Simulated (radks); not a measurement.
The numbers below are computed, except where a source is named.
Problem. Isoelectronic series with 47 electrons, each ion in its NIST ground configuration. Code: a radial shooting solver on a logarithmic mesh with Libxc functionals. Model: scalar-relativistic Kohn-Sham, LDA (Slater exchange, Perdew-Wang correlation), spin-polarised, spherical densities, point nucleus; open shells are filled with parallel spins first (spin-orbit coupling, left out, can overturn this in heavy ions). Total energies (hartree) and orbital eigenvalues (hartree) (* marks an orbital that is empty in some or all of the ions):

| ion | configuration | E (hartree) | 5s down* | 5s up | 4d down | 4d up |
|---|---|---|---|---|---|---|
| Ag | [Kr] 4d10 5s1 | -5311.14037 | -0.15911 | -0.18307 | -0.27661 | -0.28339 |
| Cd+ | [Kr] 4d10 5s1 | -5589.26531 | -0.47689 | -0.50721 | -0.75710 | -0.76531 |
| In2+ | [Kr] 4d10 5s1 | -5875.52826 | -0.86600 | -0.90179 | -1.34518 | -1.35450 |
| Sn3+ | [Kr] 4d10 5s1 | -6169.93682 | -1.31638 | -1.35717 | -2.02539 | -2.03566 |
| Sb4+ | [Kr] 4d10 5s1 | -6472.51137 | -1.82292 | -1.86838 | -2.78950 | -2.80062 |
| Te5+ | [Kr] 4d10 5s1 | -6783.28020 | -2.38254 | -2.43247 | -3.63245 | -3.64437 |
| Xe7+ | [Kr] 4d10 5s1 | -7429.54026 | -3.65372 | -3.71213 | -5.54246 | -5.55588 |

Estimate the row of I6+ ([Kr] 4d10 5s1).

Solution. E (hartree) -7102.27712; 5s down* -2.99326; 5s up -3.04749; 4d down -4.55089; 4d up -4.56358.
